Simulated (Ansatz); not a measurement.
Gas-phase electronic energies from Ansatz, PBE0-D4/def2-TZVP geometries. CCSD(T)/CBS is the MP2 limit (def2-TZVPP, def2-QZVPP) plus CCSD(T) − MP2 in def2-TZVPP, frozen cores. This one scheme is used for every species. Open shells (•) are unrestricted, without spin–orbit coupling. Each species was taken in one conformer, which may not be the lowest.

Consider the hydrogen abstraction from the Si–H bond: `[SiH3]O[SiH2][SiH3]` + `[SiH3]`• → `[SiH3]O[SiH][SiH3]`• + SiH₄.

`[SiH3]O[SiH2][SiH3]`:

Z-matrix (Å, degrees):
```
Si
O 1 1.634
H 1 1.489 2 109.8
H 1 1.484 2 109.3 3 120.0
H 1 1.484 2 109.4 3 -120.0
Si 2 1.640 1 145.7 3 1.8
Si 6 2.347 2 111.8 1 -2.1
H 6 1.488 2 108.6 1 -123.4
H 6 1.488 2 108.8 1 119.2
H 7 1.488 6 111.0 2 60.7
H 7 1.489 6 108.8 2 -179.8
H 7 1.488 6 111.0 2 -60.2
```

`[SiH3]`•:

Cartesian coordinates in Å:
```
Si -0.055 0.184 -0.278
H 0.266 1.124 0.827
H 1.085 -0.727 -0.559
H -1.296 -0.581 0.010
```

`[SiH3]O[SiH][SiH3]`•:

Z-matrix (Å, degrees):
```
Si
O 1 1.639
H 1 1.485 2 110.0
H 1 1.482 2 108.2 3 120.0
H 1 1.487 2 109.9 3 -120.2
Si 2 1.643 1 144.1 3 78.4
Si 6 2.341 2 113.0 1 39.8
H 6 1.492 2 107.0 1 165.1
H 7 1.488 6 107.4 2 178.5
H 7 1.491 6 113.8 2 57.7
H 7 1.488 6 109.3 2 -63.5
```

SiH₄:

```xyz
5

Si    0.000    0.000    0.000
H    -0.283    0.698    1.279
H    -1.218    0.008   -0.848
H     0.399   -1.402    0.279
H     1.102    0.696   -0.710
```

```
              species  CCSD(T)/CBS(def2) energy (Eh)
`[SiH3]O[SiH2][SiH3]`                     -947.28799
            `[SiH3]`•                     -290.80808
`[SiH3]O[SiH][SiH3]`•                     -946.63642
                 SiH₄                     -291.46306
```

Task: Work out ΔE.

Result: ΔE = (-946.63642) + (-291.46306) − (-947.28799) − (-290.80808) = -0.00341 Eh = -9.0 kJ/mol.

Largest T1 diagnostic among the species: 0.015.

Leaving LDA and LC-ωPBE aside and taking each functional with its dispersion term where it has one, the values, not all of them listed here, spread over 9.1 kJ/mol, from BLYP-D4 to PBE-QIDH. From BLYP to BHLYP (50 % exact exchange), in def2-TZVPP and without D4, ΔE moves by +7.3 kJ/mol.
